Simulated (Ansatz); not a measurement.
Consider the ligand exchange at the Si–N bond: `O[SiH2]N[Si](O)(F)F` + `O[SiH](F)F` → `O[SiH2]O[SiH](F)F` + `N[Si](O)(F)F`.

Isolated molecules relaxed with PBE0-D4/def2-TZVP in Ansatz; ΔE leaves out vibrations. CCSD(T)/CBS adds triple-zeta CCSD(T) − MP2 to the extrapolated MP2 energy (def2 sets, frozen cores). One conformer a species, not always the lowest.

| species | CCSD(T)/CBS(def2) energy (Eh) |
| --- | --- |
| `O[SiH2]N[Si](O)(F)F` | -986.12730 |
| `O[SiH](F)F` | -565.23707 |
| `O[SiH2]O[SiH](F)F` | -930.79463 |
| `N[Si](O)(F)F` | -620.58997 |

Work out ΔE.

ΔE = (-930.79463) + (-620.58997) − (-986.12730) − (-565.23707) = -0.02023 Eh = -53.1 kJ/mol.

Largest T1 diagnostic among the species: 0.012.

The D4 term adds +6.1 kJ/mol with B3LYP and +3.2 kJ/mol with PBE0; it sums over pairs of atoms, weighted by their polarisabilities, and B3LYP, whose exchange is more repulsive, gets the larger term. In def2-TZVPP, CCSD(T) changes the Hartree–Fock value by +17.4 kJ/mol (the triples alone add +2.9 kJ/mol) and MP2 by +17.9 kJ/mol.

B3LYP here is the variant with VWN-RPA as its local correlation; programs differ in this.
